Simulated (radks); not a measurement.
Coulomb parameter of the 4d shell of neutral zirconium in the model configuration [Kr] 4d3 5s1, as a second difference U = [E(n + 0.25) + E(n - 0.25) - 2 E(n)] / (0.25)^2 with all orbitals relaxed. "Bare": the charge of the atom changes with n. "Screened": the 5s shell takes up the change at fixed total charge, which measures U(4d,4d) + U(5s,5s) - 2 U(4d,5s). Calculated with a radial shooting solver on a logarithmic mesh with Libxc functionals: scalar-relativistic Kohn-Sham, BLYP, spin-unpolarised, spherical densities, point nucleus.

case                 configuration  E - E(n) (eV)
start                 [Kr] 4d3 5s1          0.000
bare +0.25         [Kr] 4d3.25 5s1         -0.367
bare -0.25         [Kr] 4d2.75 5s1          0.756
screened +0.25  [Kr] 4d3.25 5s0.75          0.406
screened -0.25  [Kr] 4d2.75 5s1.25         -0.372

U(bare) = 6.231 eV, U(screened by 5s) = 0.546 eV, against the Slater integral F0(4d,4d) = 9.988 eV with frozen orbitals. The step up makes a negative ion, whose loosely bound charge lowers the bare value.
